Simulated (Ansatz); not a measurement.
Reaction (ligand exchange at the Al–S bond): `N[SiH2][S][AlH2]` + HI → `[AlH2][I]` + `N[SiH2]S`

Isolated molecules relaxed with PBE0-D4/def2-TZVP in Ansatz; ΔE leaves out vibrations. CCSD(T)/CBS is the MP2 limit (def2-TZVPP, def2-QZVPP) plus CCSD(T) − MP2 in def2-TZVPP, frozen cores. DFT in def2-TZVPP. HSE06 is defined as in plane-wave codes. Elements past krypton have def2 core potentials. For I outer-core shells are correlated without core-valence functions, which leaves a few kJ/mol of doubt a bond. One conformer a species, not always the lowest.

| level | ΔE (kcal/mol) | difference from CCSD(T)/CBS |
| --- | --- | --- |
| B97M-V | -4.3 | 2.5 |
| r2SCANh-D4 | -6.2 | 0.6 |
| r2SCAN0-D4 | -6.7 | 0.1 |
| BHLYP-D4 | -6.9 | -0.1 |
| ωB97M-V | -6.2 | 0.6 |
| BLYP | -6.9 | -0.1 |
| r2SCANh | -6.5 | 0.3 |
| HSE06 | -7.1 | -0.3 |
| BHLYP | -8.2 | -1.4 |
| CAM-B3LYP | -7.1 | -0.3 |
| LC-ωPBE | -6.8 | 0.0 |
| CCSD/def2-SVP | -5.9 | 0.9 |
| CCSD(T)/def2-SVP | -5.3 | 1.5 |
| HF/def2-TZVPP | -10.2 | -3.4 |
| MP2/def2-TZVPP | -6.6 | 0.2 |
| CCSD/CBS(def2) | -7.5 | -0.7 |
| CCSD(T)/CBS | -6.8 | 0 |

Largest T1 diagnostic among the species: 0.011.

At CCSD(T), def2-SVP lies +1.5 kcal/mol from the extrapolated value and def2-TZVPP +0.9 kcal/mol. The D4 term adds +1.6 kcal/mol with B3LYP and +0.9 kcal/mol with PBE0; it sums over pairs of atoms, weighted by their polarisabilities, and B3LYP, whose exchange is more repulsive, gets the larger term.

B3LYP here is the variant with VWN-RPA as its local correlation; programs differ in this.
